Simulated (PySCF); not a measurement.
NMR data simulated for an unnamed compound:

1H NMR (500 MHz, computed): δ 12.26 (m, 1H), 4.81 (m, 1H), 4.80 (m, 1H), 4.15 (s, 3H), 1.49 (m, 3H).

13C{1H} NMR (computed): δ 253.7 (CH), 92.8 (CH), 55.1 (CH3), 19.6 (CH3).

- GFN2-xTB geometry
- NMR shieldings at PBE0/pcSseg-1/GIAO
- program: PySCF 2.14.0 with density-fitted response routines
- gas phase, one averaged value for each set of equivalent atoms, non-relativistic Hamiltonian, one computed conformer

δ = σ(ref) − σ, references computed at the same level: 1H, 13C vs TMS.

Problem. Which of these does the molecule contain: a Si–H bond, a methoxy group, a ketone, an S-methyl group?

Solution. 
- A Si–H bond: yes (δH 4.80 (m)).
- A methoxy group: no.
- A ketone: no.
- An S-methyl group: no.

The data belong to `InChI=1S/C4H9FO2Si/c1-4(5)8(3-6)7-2/h3-4,8H,1-2H3/t4-,8-/m0/s1`; they needn't prove each group on their own.

Carbon signals by region: 1 in the far downfield region (above 160 ppm), 2 at 50–100 ppm, 1 below 50 ppm. Above 160 ppm: 253.7, carbonyl carbon.

Splittings by 19F in the carbon and heteronuclear signals aren't shown, as no couplings were computed. Shifts are as computed. Against solution values, carbons near 30 ppm lie about +3 ppm off and those near 130 ppm about +5 ppm. Of 1309 compounds with measured shifts, 239 miss one by over three times the rms of a fit or turn the order of signals round; such compounds aren't used in these exercises. No couplings were computed; multiplicities are counted from neighbouring protons, with m where these are inequivalent, close in shift, in a saturated or five-membered ring or joined by F or P, and br s for small geminal =CH2 splittings.
